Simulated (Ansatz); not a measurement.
System: ethylsilane, C$_{2}$H$_{8}$Si, net charge 0, singlet state. 
Coordinates optimised at B3LYP-D3(BJ)/def2-TZVP (Ansatz, a quantum-chemistry and plane-wave program):
```
C
H 1 1.0943
H 1 1.0943 2 106.00
C 1 1.5338 2 110.22 3 119.25
H 4 1.0919 1 111.49 2 -58.33
H 4 1.0921 5 107.54 1 122.31
H 4 1.0921 5 107.54 6 115.38
Si 1 1.8812 2 108.24 3 -115.93
H 8 1.4838 1 110.96 2 57.23
H 8 1.4846 9 108.55 1 -121.37
H 8 1.4846 9 108.55 10 -117.26
```

Basis-set convergence of Hartree-Fock and CCSD correlation energies (hartree) with Ansatz. Cores are frozen in the correlated levels unless marked. No spin-orbit coupling. No relativistic terms.

```json
[
 {"basis": "cc-pV(D+d)Z", "functions": "91", "E(HF)": "-369.33212", "E(corr, CCSD)": "-0.45778"},
 {"basis": "cc-pV(T+d)Z", "functions": "211", "E(HF)": "-369.36892", "E(corr, CCSD)": "-0.54165"},
 {"basis": "cc-pV(Q+d)Z", "functions": "414", "E(HF)": "-369.37771", "E(corr, CCSD)": "-0.56669"}
]
```

Extrapolating the two largest sets (X = 3 and 4) as X^-3: E(corr) = (64·(-0.56669) - 27·(-0.54165))/37 = -0.5850 Eh, an estimate of the basis-set limit. The largest set recovers 96.9 % of it, the smallest 78.3 %.
